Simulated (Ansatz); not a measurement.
Consider the redistribution: `[NH2][AlH][SiH2]S` + `C[O][Ga]([OH])[Br]` → `[NH2][AlH][SiH2]O` + `C[O][Ga]([SH])[Br]`.

Computed with Ansatz on PBE0-D4/def2-TZVP structures; ΔE is electronic, products minus reactants. CCSD(T)/CBS is the MP2 limit (def2-TZVPP, def2-QZVPP) plus CCSD(T) − MP2 in def2-TZVPP, frozen cores. Functionals use def2-TZVPP. For Br, Ga outer-core shells are correlated without core-valence functions, which leaves a few kJ/mol of doubt a bond. Scalar relativity is left out up to krypton. Each species was taken in one conformer, which may not be the lowest.

```csv
level,ΔE (kcal/mol)
BHLYP,-14.0
MP2/def2-SVP,-9.4
```

Task: What does CCSD(T)/CBS give? (Estimate.)

Result: Ansatz gave: -12.5 kcal/mol. The listed levels differ from it by -1.5, 3.1 kcal/mol.

Largest T1 diagnostic among the species: 0.013.

In def2-TZVPP, CCSD(T) changes the Hartree–Fock value by +2.5 kcal/mol (the triples alone add +0.3 kcal/mol) and MP2 by +2.7 kcal/mol. Leaving LDA and LC-ωPBE aside and taking each functional with its dispersion term where it has one, the values, not all of them listed here, spread over 3.1 kcal/mol, from BHLYP-D4 to revPBE-D4. LDA lies −0.7 kcal/mol from PBE without D4.
